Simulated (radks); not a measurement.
The numbers below are computed, except where a source is named.
Task: These are the eigenvalues of the occupied orbitals of an atom or ion with whole-number occupations (hartree). Level of theory: Dirac Kohn-Sham, PBE, spin-unpolarised, spherical densities, point nucleus (a radial shooting solver on a logarithmic mesh with Libxc functionals).

1s1/2: -1653.236
2s1/2: -268.8611
2p1/2: -254.5948
2p3/2: -234.0077
3s1/2: -58.83865
3p1/2: -52.72710
3p3/2: -48.58822
3d3/2: -37.97435
3d5/2: -37.07776
4s1/2: -11.89424
4p1/2: -9.56742
4p3/2: -8.65989
4d3/2: -4.83211
4d5/2: -4.67001
5s1/2: -1.65481
5p1/2: -1.01742
5p3/2: -0.88916
4f5/2: -0.27776
6s1/2: -0.14369
5d3/2: -0.10774

Which element is it, and in what charge state? The configuration may be excited. Open shells, if any, fill j = l - 1/2 first.

Result: Z = 61, promethium, charge 0: Pm in [Xe] 4f4 5d1 6s2. The list shows which subshells hold electrons but not how many an open one holds; the 1s level, -1653.2 hartree, gives Z - s = 57.5 by -(Z - s)^2/2, which with screening and relativity narrows Z to a few neighbours, and the depths of the outer levels then fix element, charge and occupations together.
